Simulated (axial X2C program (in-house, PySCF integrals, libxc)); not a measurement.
**What spin–orbit coupling does to OsN**

Calculated with an in-house relativistic program for diatomic molecules. Spin-free means the one-electron spin-free X2C Hamiltonian; two-component (2c) means X2C with spin–orbit coupling and atomic mean-field two-electron Coulomb and Gaunt terms, so the difference of the two also holds small scalar two-electron terms. Basis: Os dyall-cv3z [13s14p9d6f4g], N dyall-av3z [7s7p3d2f] (cores contracted in-house); Gaussian nuclei, density fitting, unrestricted open shells. Masses: Os 191.961 u, N 14.003 u.

Spin-free state: M_S = 1/2, Λ = 2 (beyond evenly filled blocks: δ+α, δ+β, δ-α); fragments Os + N.

| level | Re (Å) | ωe (cm⁻¹) | De (eV) | μ (D) |
| --- | --- | --- | --- | --- |
| TPSS | 1.613 | 1204.0 | 6.216 | -1.79 |

Dipoles are positive if N is the positive end.

Problem. Within this multiplet, which Ω should lie lowest by the rule for regular and inverted multiplets?

Solution. The open δ shell holds three electrons, one hole, so the multiplet is inverted: Ω = Λ + 1/2 = 5/2. The PBE0 2c search agrees.

Two-component determinant lowest at the distance of the search:

Ω = 5/2 (⟨Sz⟩ = 0.51, ⟨Lz⟩ = 1.99 at TPSS); fragments Os + N.

| level | Re (Å) | ωe (cm⁻¹) | De (eV) | μ (D) |
| --- | --- | --- | --- | --- |
| TPSS | 1.616 | 1185.1 | 6.376 | -1.88 |

Problem. From the two tables, how do the constants change at the TPSS level (2c against spin-free)?

Solution. At the TPSS level Re rises by 0.003 Å and ωe decreases by 18.9 cm⁻¹; De changes by 0.160 eV.

The state is a single determinant with fixed occupations, the lowest that a limited PBE0 search found. De is counted from the lowest determinant-based energies of the atoms at the same level, without counterpoise correction. Density functionals use the spin component along the axis (collinear). Other states lie close and PBE0, whose exact exchange favours high spin, may order them wrongly; the determinant shown need not be the ground state. The nearest other spin-free determinant of the search, M_S = 1/2, Λ = 0, lies 0.29 eV up at the distance of the search. Without a current term, density functionals place determinants with orbital angular momentum somewhat too high.
